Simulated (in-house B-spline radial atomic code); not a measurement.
**Ionising the lanthanum ion La⁷⁺ with different functionals**

Computed with a B-spline radial code for spherical atoms: four-component Dirac-Coulomb Hamiltonian, Fermi nucleus of rms radius 4.855 fm, spin-restricted, spherical fractional occupations for the functionals, and exact exchange of hybrids averaged over the configuration. The ionisation energy is the difference of two self-consistent energies, [Kr] 4d10 5s2 5p2 → [Kr] 4d10 5s2 5p1, without Breit or QED terms; ε is the level of the shell that loses the electron (mean over j). The electron is taken from both j subshells in proportion to 2j + 1, so the result is a j average, not the step between ground levels.

| method | rung | ΔSCF (eV) | -ε(5p) (eV) |
| --- | --- | --- | --- |
| PBE0 | global hybrid | 103.78 | 98.64 |
| LC-wPBE | range-separated hybrid | ? | ? |
| wB97X | range-separated hybrid | 103.76 | 101.21 |
| CAM-B3LYP | range-separated hybrid | ? | ? |

Problem. What does LC-wPBE give?

Solution. ΔSCF 103.91 eV, and -ε(5p) = 101.73 eV.

Problem. What does CAM-B3LYP give?

Solution. ΔSCF 104.01 eV, and -ε(5p) = 100.32 eV.

Problem. Among the functionals, which spreads more, the ΔSCF values or the orbital energies?

Solution. The orbital energies: ΔSCF values span about 0.25 eV and the orbital energies 3.09 eV; here energy differences depend much less on the functional than eigenvalues do.

Problem. How do they compare with the NIST value?

Solution. NIST lists 105 eV ± 2.1 (tabulated theory, ground level to ground level). Errors run from -1.24 to -0.99 eV; all lie within about twice that uncertainty, so the table can't rank the methods.
